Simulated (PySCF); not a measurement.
The multiplicity is imposed and other spin states were not computed.

Cartesian coordinates (Å):
```xyz
4

Cd    -0.0023     0.0467    -0.0790
Cl    -2.0846    -0.5277     0.6417
O      1.7925     0.4358    -0.7738
H      2.1293     1.2570    -0.3873
```
Charge 0, spin multiplicity 1.

**Question.** Predict the dipole moment, total energy and HOMO from PySCF with TPSSh-D3(BJ)/def2-TZVP // r2SCAN-D4/def2-SVP.

**Answer.** 
```
Property              Value
-------------  ------------
dipole moment        1.84 D
total energy   -703.8376 Ha
HOMO               -7.47 eV
```
